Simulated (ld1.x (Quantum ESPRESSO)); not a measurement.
## Which change was made? (Au, TM)

gold, norm-conserving Troullier–Martins (Kleinman–Bylander form), made with ld1.x (Quantum ESPRESSO) 7.5 (LDA (PZ), scalar-relativistic). Core [Kr] 4d10 4f14 5s2, reference 5p6 5d10 6s1 6p0. Waves: 6s (bound): rc 1.95 bohr; 5p (bound): rc 1.60 bohr; 5d (bound): rc 1.90 bohr. Local part: all-electron potential smoothed inside 1.55 bohr (lloc = -2). Core correction: a·sin(br)/r model core, default radius (core density twice the valence density).

Cutoffs, loose and tight: the cutoffs (Ry, on a coarse ladder) from which the occupation-weighted sum of valence levels, in a spherical-Bessel basis at the reference potential, stays within 10 and 1 mRy of its value at 400 Ry. They do not see the model core or the augmentation charge, which bear on the density cutoff. Test errors are all-electron minus pseudo excitation energies from the reference, over the configurations 5p6 5d10 6s0 6p0; 5p6 5d9 6s0 6p0; 5p6 5d8 6s0 6p0; 5p6 5d10 6s0 6p1; 5p6 5d10 6s0.5 6p0; 5p6 5d9 6s1 6p0; 5p6 5d7 6s0 6p0 (two spin-polarised tests are not counted in the largest error); variants that change the core or the reference have their own tests.

The base gives: outcome: generated; cutoff, loose: 55 Ry; cutoff, tight: 80 Ry; bound ghosts: s; largest test error (meV): +33.

**Question.** After one change the result is: outcome: generated; cutoff, loose: 55 Ry; cutoff, tight: 80 Ry; bound ghosts: none; largest test error (meV): -68. Which change was it?
A. local potential all-electron potential smoothed inside 0.96 bohr (lloc = -2)
B. local potential all-electron potential smoothed inside 0.80 bohr (lloc = -2)
C. local potential all-electron potential smoothed inside 1.74 bohr (lloc = -2)
D. local potential all-electron potential smoothed inside 2.28 bohr (lloc = -2)
E. local potential all-electron potential smoothed inside 1.90 bohr (lloc = -2)

**Answer.** C. The others give: local potential all-electron potential smoothed inside 1.90 bohr (lloc = -2) → outcome: generated; cutoff, loose: 55 Ry; cutoff, tight: 80 Ry; bound ghosts: none; largest test error (meV): -107 | local potential all-electron potential smoothed inside 0.80 bohr (lloc = -2) → outcome: generated; cutoff, loose: 50 Ry; cutoff, tight: 80 Ry; bound ghosts: s; largest test error (meV): +160 | local potential all-electron potential smoothed inside 2.28 bohr (lloc = -2) → outcome: generated; cutoff, loose: 55 Ry; cutoff, tight: 80 Ry; bound ghosts: none; largest test error (meV): -307 | local potential all-electron potential smoothed inside 0.96 bohr (lloc = -2) → outcome: generated; cutoff, loose: 50 Ry; cutoff, tight: 80 Ry; bound ghosts: s; largest test error (meV): +100.
